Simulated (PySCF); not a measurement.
ZrF₂, SMILES [Zr]([F])[F] (connectivity only; charge and spin as stated), neutral, multiplicity 3.

Geometry optimised at PBE0-D3(BJ)/def2-TZVP. The multiplicity is an assumed one; other spin states were not compared. The def2 effective core potentials stand for the cores of Zr; spin–orbit coupling is left out.

Level of theory: TDA-PBE/def2-TZVPD in PySCF.

Vertical excitations. The molecule is in vacuum.

**Question.** Estimate the UV-visible absorptions. (The exact figures need the calculation; the answer reports its results.)

**Answer.** 
```
state    energy (eV)  λ (nm)      f             main pairs
-------  -----------  ------  -----  ---------------------
root 1          0.37    3352  0.000      α HOMO→LUMO 100 %
root 2          1.08    1151  0.008     α HOMO−1→LUMO 99 %
root 3          1.72     719  0.001     α HOMO→LUMO+1 99 %
root 4          2.05     606  0.000   α HOMO−1→LUMO+1 99 %
root 5          2.17     570  0.000     α HOMO→LUMO+2 99 %
root 6          2.62     473  0.026  α HOMO−1→LUMO+2 100 %
root 7          2.97     417  0.020     α HOMO→LUMO+3 96 %
root 8          3.11     398  0.002     α HOMO→LUMO+4 94 %
root 9          3.67     338  0.397   α HOMO−1→LUMO+3 91 %
root 10         3.78     328  0.254   α HOMO−1→LUMO+4 95 %
```
Unrestricted roots are not spin-pure.
